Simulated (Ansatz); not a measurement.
A nudged elastic band was laid between two geometries of Cl2FHSi (5 atoms, charge 0, multiplicity 1).

These are results of RKS B3LYP/def2-mTZVP (Ansatz 0.2.0), not measurements.

```yaml
movable_images: 7
climbing_image: yes
spring: 5.0 eV/Å²
optimiser: quadratic models (default)
start_path: through a guess of the saddle point
force_threshold: 0.05 eV/Å
iteration_limit: 60
end_points: relaxed
```

Image 0:

```xyz
5
Properties=species:S:1:pos:R:3
Si 0.185 0.027 0.254
H -0.081 -0.002 1.690
Cl 2.203 0.029 -0.094
Cl -0.696 1.666 -0.599
F -0.435 -1.279 -0.420
```

Image 8:

```xyz
5
Properties=species:S:1:pos:R:3
Si -1.147 0.025 -0.084
H 1.874 -0.172 2.313
Cl 2.110 0.047 1.055
Cl -0.921 1.707 -1.352
F -0.741 -1.168 -1.101
```

**Question.** What changes between the two ends?

**Answer.** Bonds broken: Si1–H2, Si1–Cl3. Bonds formed: H2–Cl3. Cl2FHSi becomes ClFSi + ClH.

**Question.** Give the energies along the band, and the barrier.

**Answer.** It converged. The highest image is number 3 of 0 to 8, 294.3 kJ/mol above the first end and 79.9 kJ/mol above the last; the last end lies 214.4 kJ/mol above the first. Neighbouring images differ by up to 1.6 eV, so the band resolves the path poorly. A vibrational analysis at the climbing image gives one clearly imaginary mode, 967i cm⁻¹: a first-order saddle point. The orbitals stay closed-shell, which can raise the energy where a bond breaks towards radicals; this wasn't checked here.

| image | path coordinate (Å) | energy (kJ/mol) | Si1–H2 (Å) | Si1–Cl3 (Å) | H2–Cl3 (Å) |
| --- | --- | --- | --- | --- | --- |
| 0 | 0.00 | 0.0 | 1.46 | 2.05 | 2.90 |
| 1 | 0.46 | 40.4 | 1.45 | 2.08 | 2.47 |
| 2 | 0.91 | 190.5 | 1.46 | 2.29 | 2.03 |
| 3 | 1.37 | 294.3 | 1.61 | 2.60 | 1.66 |
| 4 | 1.78 | 254.4 | 1.99 | 2.89 | 1.37 |
| 5 | 2.18 | 231.3 | 2.46 | 3.22 | 1.31 |
| 6 | 2.58 | 221.8 | 2.92 | 3.33 | 1.30 |
| 7 | 2.99 | 216.0 | 3.37 | 3.32 | 1.30 |
| 8 | 3.39 | 214.4 | 3.86 | 3.45 | 1.30 |

**Question.** What is the geometry of the highest image?

**Answer.** 
```xyz
5
Properties=species:S:1:pos:R:3
Si -0.389 0.016 0.334
H 0.814 -0.042 1.398
Cl 2.208 0.036 0.500
Cl -0.841 1.680 -0.787
F -0.617 -1.250 -0.613
```

The band took 13 iterations and roughly 5 core-minutes.

Time of the run: 2.6 min on 2 threads of Arm Neoverse V1, with other jobs on the host, peak memory 0.17 GiB.
